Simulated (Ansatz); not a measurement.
Reaction: BHSCl (SMILES [S]BCl, doublet) → BHSCl (SMILES [B](Cl)S, doublet)
Each species at its own B3LYP-D3(BJ)/def2-TZVP minimum (Ansatz, a first-principles code), one conformer.

Total energies in hartree (Ansatz). Open shells are spin-unrestricted; no spin-orbit coupling. Correlated methods leave the cores frozen. No relativity.

```csv
species,HF/cc-pV(T+d)Z,CCSD(T)/cc-pV(T+d)Z,HF/cc-pV(Q+d)Z,CCSD(T)/cc-pV(Q+d)Z,CCSD(T)/cc-pV(D+d)Z,CCSDT(Q)/cc-pV(D+d)Z
"1: BHSCl (SMILES [S]BCl, doublet)",-882.38854,-882.88174,-882.39685,-882.92764,-882.73184,-882.73384
"2: BHSCl (SMILES S[B]Cl, doublet)",-882.35563,-882.85436,-882.36413,-882.90153,-882.70344,-882.70553
```

Task: Work out the isomerisation energy (electronic) in kJ/mol: take Hartree-Fock from cc-pV(Q+d)Z, extrapolate the CCSD(T) correlation energy as X^-3 (X = 3, 4), and add CCSDT(Q) - CCSD(T) in cc-pV(D+d)Z. 1 hartree = 2625.5 kJ/mol.

Result: 
Species 1: correlation (64·(-0.53079) - 27·(-0.49320))/37 = -0.55822; step -0.00200; E1 = -882.39685 + (-0.55822) + (-0.00200) = -882.95707
Species 2: correlation (64·(-0.53740) - 27·(-0.49873))/37 = -0.56562; step -0.00209; E2 = -882.36413 + (-0.56562) + (-0.00209) = -882.93184
-1·E1 +1·E2 = 0.02523 hartree = 66.2 kJ/mol.
